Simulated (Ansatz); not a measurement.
Two isomers of C2H8BNSi: A = `BN[SiH2]C=C`, B = `CN1CB[SiH2]1`.

Gas-phase electronic energies from Ansatz, PBE0-D4/def2-TZVP geometries. CBS: MP2 limit from def2 TZ/QZ plus the TZ coupled-cluster correction, frozen cores. DFT in def2-TZVPP. B3LYP here is the variant with VWN-RPA as its local correlation; programs differ in this. Each species was taken in one conformer, which may not be the lowest.

A:

Z-matrix (Å, degrees):
```
Si
N 1 1.747
C 1 1.856 2 111.3
H 1 1.482 2 105.9 3 122.0
H 1 1.489 2 110.3 3 -118.3
B 2 1.398 1 127.2 3 -119.5
H 2 1.011 1 116.2 3 59.6
C 3 1.331 1 122.4 2 -119.6
H 3 1.089 1 119.3 2 60.5
H 6 1.198 2 119.0 1 -0.4
H 6 1.198 2 119.7 1 179.5
H 8 1.087 3 122.4 1 -179.7
H 8 1.087 3 121.5 1 0.2
```

B:

```xyz
13

C     0.455   -1.080    1.334
N     0.190   -0.192    0.247
C    -1.183    0.153   -0.126
B    -0.863    1.109   -1.340
Si    1.070    0.704   -0.942
H     0.051   -0.698    2.282
H     1.532   -1.212    1.462
H     0.015   -2.074    1.169
H    -1.749    0.653    0.682
H    -1.795   -0.720   -0.419
H    -1.619    1.704   -2.042
H     1.996    1.756   -0.415
H     1.900   -0.104   -1.892
```

Task: Which is lower in electronic energy at CCSD(T)/CBS, and by how much? (An estimate is asked.)

Result: Computed: A, by 54.5 kcal/mol.

Task: Give E(B) − E(A) in kcal/mol with MP2/def2-TZVPP, PBE0-D4, CCSD/def2-TZVPP, ωB97M-V, B3LYP, B2PLYP, PBE-D4. (Estimate.)

Result: Computed: MP2/def2-TZVPP 54.7, PBE0-D4 47.5, CCSD/def2-TZVPP 54.5, ωB97M-V 53.1, B3LYP 55.5, B2PLYP 55.7, PBE-D4 47.8. None reverses the order clearly.

Largest T1 diagnostic: 0.012.

In def2-TZVPP, CCSD(T) changes the Hartree–Fock value by −4.3 kcal/mol (the triples alone add +0.2 kcal/mol) and MP2 by −4.3 kcal/mol. The D4 term adds −0.8 kcal/mol with B3LYP and −0.4 kcal/mol with PBE0; it sums over pairs of atoms, weighted by their polarisabilities, and B3LYP, whose exchange is more repulsive, gets the larger term.
